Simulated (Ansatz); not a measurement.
Basis sets compared for B₈H₁₄. The state is a singlet with charge 0. Geometry r2SCAN-D4/def2-SVP. Ansatz on 4 threads of Arm Neoverse V1 on a shared host; times are rough, and most runs start from earlier orbitals.

Cartesian coordinates in Å:
```
B 1.488 0.068 0.605
B 0.706 1.538 -0.107
B 0.527 -1.200 -1.482
B -0.987 1.469 0.275
B -1.168 -0.732 -1.472
B 0.150 -0.752 1.513
B -1.308 0.141 1.217
B -0.090 -0.066 -0.124
H -1.998 -1.442 -0.958
H -2.322 -0.452 1.454
H 1.688 1.362 0.814
H 0.240 -1.877 1.915
H 0.877 -2.246 -0.987
H -1.541 0.197 -2.147
H 0.011 2.222 0.800
H -0.502 0.099 2.306
H 2.544 -0.401 0.301
H 1.315 -0.601 -2.175
H -1.689 2.167 -0.399
H 1.227 2.190 -0.966
H 1.318 -0.175 1.896
H -0.484 -1.511 -2.278
```

Another isomer (singlet) lies 0.92 eV lower at PBE0-D4/def2-TZVP; other spin states weren't run for this one.

Binding counts from free atoms (B doublet, H doublet) in the same basis, without a counterpoise term.

```tsv
level	functions	energy (Eh)	HOMO (eV)	LUMO (eV)	binding per atom (eV)	wall time
PBE-D4/def2-SVP	182	-206.6963	-6.70	-2.38	3.79	2.6 s
PBE0-D4/def2-SVP	182	-206.7723	-7.80	-1.52	3.78	3.7 s
```

Question: Estimate the rows for PBE-D4/def2-TZVP (with forces), PBE0-D4/def2-TZVP.

Answer: 
```
                         level  functions  energy (Eh)  HOMO (eV)  LUMO (eV)  binding per atom (eV)  wall time
PBE-D4/def2-TZVP (with forces)        332    -206.9147      -6.78      -2.45                   3.76        7 s
             PBE0-D4/def2-TZVP        332    -206.9819      -7.82      -1.56                   3.74       10 s
```
